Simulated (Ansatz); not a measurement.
Input and output for the cluster Sr₃Se₃⁻ (the lowest doublet isomer of a short search).

```yaml
crystal:
  periodic: [false, false, false]
  atoms:
    - {symbol: Sr, position_ang: [1.001436, 2.693066, -0.716034]}
    - {symbol: Sr, position_ang: [1.275812, -1.110544, 0.739756]}
    - {symbol: Sr, position_ang: [-1.787369, -0.260880, -0.375126]}
    - {symbol: Se, position_ang: [-0.201448, 1.410536, 1.630361]}
    - {symbol: Se, position_ang: [-1.051544, -2.812382, 0.745478]}
    - {symbol: Se, position_ang: [0.763112, 0.080204, -2.024425]}
basis:
  gaussian: {orbitals: def2-TZVP}
total_charge: -1
magnetization: {spin_polarized: false, initial_magnetization: 3}
hamiltonian: {xc: {name: RPBE}, dispersion: d3bjatm}
scf: {lower_state_search: off}
output: {forces: true}
```

```sh
$ ansatz run in.yaml --threads 4 --pin off --events-out ev --progress --plain --max-ram 4787MiB
```

Output, abridged:

```
Functional definition: RPBE
2100 factors; their error is unknown
mean field evaluation 1: about -198554.2541 eV, gradient 2.7e1 eV
mean field evaluation 2: about -198536.3417 eV, gradient 6.3e1 eV
mean field evaluation 4: about -198553.3636 eV, gradient 2.3e1 eV
mean field evaluation 8: about -198556.3153 eV, gradient 3.4e0 eV
mean field evaluation 16: about -198556.3047 eV, gradient 2.7e-6 eV
mean field -198556.30471592 eV, -7296.8096120130 hartree, gradient 2.7e-6 eV, S^2 3.750000; 0 other end points of the search recorded, 0 dependent functions left out
reference -198556.30476733 eV, -7296.8096139022 hartree; 68, 65 occupied and 175, 178 virtual orbitals, 2100 factors
Total energy: -198560.65040881 eV, -7296.9693132810 hartree
Atom 0 at     1.001436     2.693066    -0.716034 Å, force    -0.236084    -0.635391     0.169778 eV/Å
Atom 1 at     1.275812    -1.110544     0.739756 Å, force    -0.047158     0.794726    -0.299420 eV/Å
Atom 2 at    -1.787369    -0.260880    -0.375126 Å, force     0.578692     0.625918    -0.077779 eV/Å
Atom 3 at    -0.201448     1.410536     1.630361 Å, force     0.065967    -0.653772    -0.679265 eV/Å
Atom 4 at    -1.051544    -2.812382     0.745478 Å, force    -0.013800    -0.043729     0.012374 eV/Å
Atom 5 at     0.763112     0.080204    -2.024425 Å, force    -0.347616    -0.087752     0.874312 eV/Å
Dipole moment:    -0.110765    -0.303803     0.081523 e Å
Checks for a lower state left out: stability, starts, cluster_reference, orbital_swaps, neighbouring_geometries, increment
```

It took 16 s on 4 threads of Arm Neoverse V1 on a shared host.

In the def2 sets Sr takes a core potential; there is no spin–orbit coupling. The highest occupied level of an anion often lies above zero with these methods, and sets without diffuse functions describe the outer electron poorly.

With spin_polarized false and unpaired electrons the run is restricted open-shell.

The dipole of an ion depends on the origin.
